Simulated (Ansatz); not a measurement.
Consider the substitution at a C–Ga bond: `C[CH](C)[Ga]([SH])[SH]` + `[OH][GeH2][F]` → `CC(C)[O][GeH2][F]` + `[SH][GaH][SH]`.

Isolated molecules relaxed with PBE0-D4/def2-TZVP in Ansatz; ΔE leaves out vibrations. CCSD(T)/CBS adds triple-zeta CCSD(T) − MP2 to the extrapolated MP2 energy (def2 sets, frozen cores). DFT in def2-TZVPP. For Ga, Ge outer-core shells are correlated without core-valence functions, which leaves a few kJ/mol of doubt a bond. Scalar relativity is left out up to krypton. One conformer a species, not always the lowest.

```
       level  ΔE (kJ/mol)
   revPBE-D4         49.6
HF/CBS(def2)         25.5
```

(1) What does CCSD(T)/CBS give? (Estimate.)

Largest T1 diagnostic among the species: 0.013.

## Answers

(1) Computed: +53.9 kJ/mol. The listed levels differ from it by -4.3, -28.4 kJ/mol.

From BLYP to BHLYP (50 % exact exchange), in def2-TZVPP and without D4, ΔE moves by −4.1 kJ/mol. Leaving LDA and LC-ωPBE aside and taking each functional with its dispersion term where it has one, the values, not all of them listed here, spread over 18.6 kJ/mol, from B97M-V to PBE-QIDH. LDA lies −6.8 kJ/mol from PBE without D4.
